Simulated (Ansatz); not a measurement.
Ideal-gas functions of `[NH2][GeH2][S]` radical at 800 K and 1 bar, from an Ansatz frequency run at PBE0-D4/def2-TZVP.

Molar mass 122.72 g/mol, point group C1 (symmetry number 1), electronic degeneracy 2, moments of inertia 40.428, 148.279, 180.99 u Å². Harmonic wavenumbers (cm⁻¹, unscaled): 135, 197, 406, 438, 502, 622, 705, 739, 852, 925, 1571, 2087, 2161, 3559, 3660.

Use S(trans) = R[1.5 ln M + 2.5 ln T − 1.1517]; rotational temperatures θ = 24.2544 K / I; S(rot) = R[ln(√π/σ · √(T³/θAθBθC)) + 1.5]; for each mode x = 1.438777 ν̃/T, S = R[x/(eˣ − 1) − ln(1 − e⁻ˣ)] and H = RT x/(eˣ − 1); 1 cm⁻¹ = 0.0119627 kJ/mol; R = 8.31446 J/(mol·K).

Q: By hand: the entropy, in J/(mol·K).

A: Translation 189.4. Rotation: θ = 0.5999, 0.1636, 0.134 K, giving 118.6. Vibration, mode by mode: 20.10, 16.99, 11.11, 10.51, 9.44, 7.80, 6.88, 6.54, 5.53, 4.98, 1.99, 0.95, 0.85, 0.10, 0.09, in all 103.9. Electronic 5.8. Sum 417.7 J/(mol·K).

Q: By hand: H − E and G − E in kJ/mol, counted from the electronic energy.

A: Zero-point energy ½ × 18559 × 0.0119627 = 111.0; thermal vibration 42.4; translation, rotation and pV give 4 RT = 26.6. H − E = 180.0 kJ/mol, and G − E = 180.0 − 800 × 417.7/1000 = -154.2 kJ/mol.

Vibration gives 25 % of the entropy, 20.1 J/(mol·K) of it from the mode under 150 cm⁻¹: soft modes count most, and the harmonic formula is weakest for them. The sum counts one conformer and one mirror image; others add a mixing term.
